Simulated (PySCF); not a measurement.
Fill in the blanks.

Species: C₈H₇N.
SMILES: `C#CC1=CN=C(C)C=C1`

```csv
property,level,value
point group of the GFN2-xTB geometry,GFN2-xTB,Cs
"rotational constants A, B, C of the GFN2-xTB geometry",GFN2-xTB,?
dipole moment,PBE0/pcSseg-1,1.85 D
HOMO energy,PBE0/pcSseg-1,?
LUMO energy,PBE0/pcSseg-1,-1.21 eV
13C chemical shifts (computed TMS as zero) by class,GIAO PBE0/pcSseg-1,?
1H chemical shifts (computed TMS as zero) by class,GIAO PBE0/pcSseg-1,"8.97 (1 H), 8.03 (1 H), 7.35 (1 H), 2.92 (1 H), 2.79 (3 H) ppm"
"isotropic shieldings of nuclei other than C and H, by class",GIAO PBE0/pcSseg-1,-88 (1 N) ppm
```

The electronic properties come from PySCF, for the isolated species, density fitting.

Q: The 13C chemical shifts (computed TMS as zero) by class?

A: 163.7 (1 C), 159.8 (1 C), 147.2 (1 C), 126.9 (1 C), 119.8 (1 C), 90.3 (1 C), 86.7 (1 C), 27.7 (1 C) ppm.

Q: The HOMO energy?

A: -7.01 eV.

Q: The rotational constants A, B, C of the GFN2-xTB geometry?

A: 5.739, 1.015, 0.867 GHz.

With B = h/(8π²I), that is 505.379 GHz u Å² over I, the principal moments of inertia are 88.1, 498.1 and 583.0 u Å² (most abundant isotopes). The rotational constants make it an asymmetric top with κ = (2B − A − C)/(A − C) = -0.94, nearer the prolate limit (−1). In atomic units the dipole is 0.73 e·bohr (1 au = 2.5417 D).
